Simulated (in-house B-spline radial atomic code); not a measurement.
Radial electron density of Cu3+, [Ne] 3s2 3p5 3d9. Method: Dirac-Hartree-Fock, average of configuration, Fermi nucleus of rms radius 3.8823 fm, inside a hard spherical wall at 4.57 bohr. Calculated with a radial B-spline atomic code at the basis-set limit.

Columns: r (bohr), 4πr²n(r) (electrons per bohr), bar.

```
 0.00201   0.8661 #
  0.0024    1.198 #
 0.00286    1.643 ##
 0.00342    2.256 ##
 0.00409    3.078 ###
 0.00488    4.153 #####
 0.00583    5.565 ######
 0.00697    7.387 ########
 0.00833    9.674 ###########
 0.00995    12.47 ##############
  0.0119    15.81 #################
  0.0142    19.56 ######################
   0.017    23.68 ##########################
  0.0203    27.73 ##############################
  0.0242    31.33 ##################################
  0.0289    34.05 #####################################
  0.0346    35.36 #######################################
  0.0413    34.96 ######################################
  0.0494    33.04 ####################################
   0.059    30.37 #################################
  0.0705    28.22 ###############################
  0.0842    27.93 ###############################
   0.101    30.32 #################################
    0.12    34.47 ######################################
   0.144    38.73 ###########################################
   0.172    40.01 ############################################
   0.205    36.88 #########################################
   0.245       30 #################################
   0.293    22.56 #########################
    0.35    18.23 ####################
   0.418    18.25 ####################
   0.499    20.68 #######################
   0.596     22.1 ########################
   0.712    20.37 ######################
   0.851    15.85 #################
    1.02    10.38 ###########
    1.21    6.014 #######
    1.45    2.921 ###
    1.73    1.249 #
    2.07    0.445 
    2.48   0.1259 
    2.96  0.02741
```

On this grid the curve has 3 maxima, near 0.0346, 0.172, 0.596 bohr.

The 3p3/2 radial function P(r) = rR(r), positive near the nucleus, with its small component Q(r) (sign convention: Q ≈ (P' + κP/r)/2c):

| r (bohr) | P | Q |
| --- | --- | --- |
| 0.0024 | 0.001556 | -8.249e-05 |
| 0.00342 | 0.003101 | -0.0001643 |
| 0.00488 | 0.006158 | -0.0003261 |
| 0.00697 | 0.01214 | -0.0006423 |
| 0.00995 | 0.0236 | -0.001247 |
| 0.0142 | 0.04503 | -0.002376 |
| 0.0203 | 0.08395 | -0.004421 |
| 0.0289 | 0.1498 | -0.007875 |
| 0.0413 | 0.2549 | -0.01341 |
| 0.059 | 0.4014 | -0.02126 |
| 0.0842 | 0.5632 | -0.03053 |
| 0.12 | 0.66 | -0.03813 |
| 0.172 | 0.5503 | -0.03889 |
| 0.245 | 0.118 | -0.0285 |
| 0.35 | -0.5711 | -0.008924 |
| 0.499 | -1.145 | 0.009244 |
| 0.712 | -1.216 | 0.01558 |
| 1.02 | -0.8058 | 0.01094 |
| 1.45 | -0.3345 | 0.004424 |
| 2.07 | -0.07576 | 0.0009596 |
| 2.96 | -0.007572 | 9.175e-05 |
